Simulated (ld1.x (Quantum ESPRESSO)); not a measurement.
## Reading a pseudo-wave (aluminium)

Columns: radius, all-electron u(r) and pseudo u(r) of the 3p shell (level -4.15 eV) of aluminium in the configuration [Ne] 3s2 3p0.75; PBE, scalar-relativistic, ultrasoft scheme, ld1.x (Quantum ESPRESSO) 7.5.

| r (bohr) | all-electron | pseudo |
| --- | --- | --- |
| 0.138 | 0.1169 | -0.0061 |
| 0.275 | 0.2121 | -0.0240 |
| 0.413 | 0.2191 | -0.0529 |
| 0.550 | 0.1671 | -0.0909 |
| 0.688 | 0.0855 | -0.1366 |
| 0.825 | -0.0059 | -0.1871 |
| 0.963 | -0.0978 | -0.2408 |
| 1.100 | -0.1835 | -0.2944 |
| 1.238 | -0.2614 | -0.3467 |
| 1.375 | -0.3295 | -0.3950 |
| 1.513 | -0.3887 | -0.4387 |
| 1.650 | -0.4388 | -0.4762 |
| 1.788 | -0.4807 | -0.5075 |
| 1.925 | -0.5139 | -0.5323 |
| 2.062 | -0.5393 | -0.5510 |
| 2.200 | -0.5577 | -0.5642 |
| 2.338 | -0.5696 | -0.5726 |
| 2.475 | -0.5756 | -0.5766 |
| 2.613 | -0.5767 | -0.5768 |
| 2.750 | -0.5735 | -0.5735 |
| 2.888 | -0.5666 | -0.5666 |
| 3.025 | -0.5567 | -0.5567 |
| 3.162 | -0.5444 | -0.5444 |
| 3.300 | -0.5301 | -0.5301 |
| 3.438 | -0.5142 | -0.5142 |
| 3.575 | -0.4973 | -0.4973 |

Question: How many radial nodes do the two functions have?

Answer: The all-electron 3p function has n − l − 1 = 1; the pseudo-wave has 0, since the states of the same l below it are removed with the core.

Question: At about which radius was the pseudo-wave matched?

Answer: 2.75 bohr, where the columns begin to agree (steps of 0.14 bohr).

Question: Is the pseudo-wave norm-conserving?

Answer: No, it belongs to an ultrasoft set: the norm inside the radius is not constrained, and the difference is carried by the augmentation charge.
